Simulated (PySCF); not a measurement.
CH9GeNSi, SMILES C[SiH2][NH][GeH3].

The structure is a stationary point at PBE-D3(BJ)/def2-SVP. This is a generated structure with no PubChem entry under its InChIKey; it may be hypothetical. Other conformers were not sampled.

Level of theory: PBE-D3(BJ)/def2-SVP run with PySCF.

Frequencies are harmonic and unscaled.

Question: Estimate the vibrational spectrum. (An estimate is asked for; the answer gives what the named calculation found.)

Answer: 
| mode | ν (cm⁻¹) | IR (km/mol) | moving atoms (share of kinetic energy) |
|---|---|---|---|
| 1 | 14 | 0.8 | H 88 % |
| 2 | 55 | 0.5 | H 43 %, N 25 %, C 21 % |
| 3 | 124 | 1.5 | H 31 %, Ge 20 %, N 18 %, C 18 %, Si 13 % |
| 4 | 168 | 0.7 | H 84 %, Si 8 % |
| 5 | 254 | 0.5 | H 36 %, Si 27 %, N 24 %, C 12 % |
| 6 | 296 | 64.0 | H 81 %, N 14 % |
| 7 | 472 | 5.5 | H 82 %, Si 11 % |
| 8 | 513 | 6.3 | H 49 %, N 23 %, Si 14 %, Ge 12 % |
| 9 | 602 | 18.1 | H 84 %, N 9 % |
| 10 | 609 | 36.1 | H 85 %, N 10 % |
| 11 | 666 | 3.6 | C 43 %, H 39 %, Si 15 % |
| 12 | 717 | 40.4 | H 73 %, Si 10 %, C 9 % |
| 13 | 759 | 82.8 | H 56 %, N 18 %, C 12 %, Si 12 % |
| 14 | 812 | 297.6 | H 80 %, N 10 % |
| 15 | 834 | 59.8 | H 93 % |
| 16 | 849 | 77.6 | H 79 %, C 15 % |
| 17 | 859 | 69.5 | H 94 % |
| 18 | 890 | 55.5 | H 72 %, N 22 % |
| 19 | 919 | 122.0 | H 69 %, N 16 %, Si 14 % |
| 20 | 935 | 147.7 | H 86 %, Si 10 % |
| 21 | 1137 | 73.6 | H 75 %, N 23 % |
| 22 | 1215 | 27.1 | H 78 %, C 22 % |
| 23 | 1379 | 4.2 | H 96 % |
| 24 | 1385 | 2.3 | H 96 % |
| 25 | 2045 | 137.3 | H 99 % |
| 26 | 2072 | 130.1 | H 99 % |
| 27 | 2099 | 88.2 | H 99 % |
| 28 | 2107 | 173.2 | H 97 % |
| 29 | 2148 | 141.1 | H 97 % |
| 30 | 2976 | 2.4 | H 97 % |
| 31 | 3074 | 4.7 | H 91 %, C 9 % |
| 32 | 3083 | 3.4 | H 91 %, C 9 % |
| 33 | 3515 | 28.2 | H 93 % |
